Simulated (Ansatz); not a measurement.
Consider the substitution at a C–C bond: `CC#[C][GeH2][NH2]` + `[OH][AlH][SH]` → `C[O][AlH][SH]` + `C#[C][GeH2][NH2]`.

Calculated with Ansatz (gas phase, PBE0-D4/def2-TZVP geometries, no zero-point term in ΔE). CCSD(T)/CBS adds triple-zeta CCSD(T) − MP2 to the extrapolated MP2 energy (def2 sets, frozen cores). Functionals use def2-TZVPP. B3LYP here is the variant with VWN-RPA as its local correlation; programs differ in this. For Ge outer-core shells are correlated without core-valence functions, which leaves a few kJ/mol of doubt a bond. Scalar relativity is left out up to krypton. Each species was taken in one conformer, which may not be the lowest.

`CC#[C][GeH2][NH2]`:

```xyz
12

C    -1.803   -1.957   -0.782
C    -0.884   -1.016   -0.174
C    -0.117   -0.232    0.336
Ge    1.096    1.019    1.105
N     1.803    2.199   -0.115
H    -2.063   -1.647   -1.797
H    -1.361   -2.954   -0.835
H    -2.727   -2.027   -0.203
H     0.342    1.847    2.153
H     2.269    0.243    1.718
H     1.103    2.778   -0.561
H     2.341    1.746   -0.842
```

`[OH][AlH][SH]`:

Cartesian coordinates in Å:
```
O 1.098 1.025 -0.174
Al -0.445 0.502 0.272
S -1.084 -1.577 0.049
H 1.791 0.483 -0.547
H -1.446 1.553 0.870
H 0.086 -1.985 -0.470
```

`C[O][AlH][SH]`:

Cartesian coordinates in Å:
```
C -1.211 -0.073 -0.770
O -0.326 0.848 -0.210
Al 1.091 0.838 0.690
S 2.023 -1.046 1.290
H -0.903 -1.114 -0.601
H -2.210 0.055 -0.341
H -1.283 0.084 -1.851
H 1.741 2.207 1.096
H 1.078 -1.798 0.697
```

`C#[C][GeH2][NH2]`:

```xyz
9

C    -0.593    2.290   -0.597
C    -0.576    1.119   -0.308
Ge   -0.506   -0.738    0.153
N     1.204   -1.353    0.401
H    -0.611    3.325   -0.853
H    -1.125   -1.533   -1.001
H    -1.265   -0.924    1.471
H     1.781   -1.288   -0.427
H     1.691   -0.897    1.161
```

Problem. Is it downhill or uphill in electronic energy at CCSD(T)/CBS, and by how much? (Estimate.)

Solution. Ansatz gave: Uphill: ΔE = +83.7 kJ/mol.

Problem. What do these levels give: PBE0-D4, B3LYP-D4, ωB97M-V, r2SCAN, CCSD(T)/def2-TZVPP, CCSD/CBS(def2)? (An estimate is asked.)

Solution. The calculation gave: PBE0-D4 88.2, B3LYP-D4 80.1, ωB97M-V 82.3, r2SCAN 87.4, CCSD(T)/def2-TZVPP 81.6, CCSD/CBS(def2) 83.2 kJ/mol.

Largest T1 diagnostic among the species: 0.012.

In def2-TZVPP, CCSD(T) changes the Hartree–Fock value by +5.8 kJ/mol (the triples alone add +0.5 kJ/mol) and MP2 by +13.6 kJ/mol.
